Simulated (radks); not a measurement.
Initial-state core-level shifts of the germanium ion Ge3+ when its valence configuration changes from [Ar] 3d10 4s1. Calculated with a radial shooting solver on a logarithmic mesh with Libxc functionals: scalar-relativistic Kohn-Sham, PBEsol, spin-polarised, spherical densities, finite nucleus; open shells are filled with parallel spins first; Fermi nuclear charge, rms radius 4.0742 fm. Shifts are changes of the shell-averaged eigenvalues in eV (positive: less bound); the change of the density at the nucleus, which sets a Mossbauer isomer shift, is in e/bohr^3, on a base of 3.202e+04.

valence                1s       2s       2p       3s  density at nucleus
3d9 4s2           -11.597  -12.845  -12.747  -10.437             +34.711
3d9 4s1 4p1       -12.896  -14.123  -14.015  -11.767              +8.391
3d8 4s2 4p1       -25.505  -28.125  -27.919  -22.707             +47.131
3d10 4s0.5 4p0.5   -0.788   -0.761   -0.758   -0.792             -12.186
3d9.5 4s0.5 4p1    -7.116   -7.683   -7.627   -6.614              -8.820
3d9.5 4s1.5        -5.686   -6.293   -6.244   -5.159             +16.679
3d9 4s1.5 4p0.5   -12.298  -13.532  -13.430  -11.145             +21.680
3d9.5 4s1 4p0.5    -6.352   -6.942   -6.889   -5.847              +4.014
3d10 4p1           -1.571   -1.517   -1.511   -1.580             -24.428
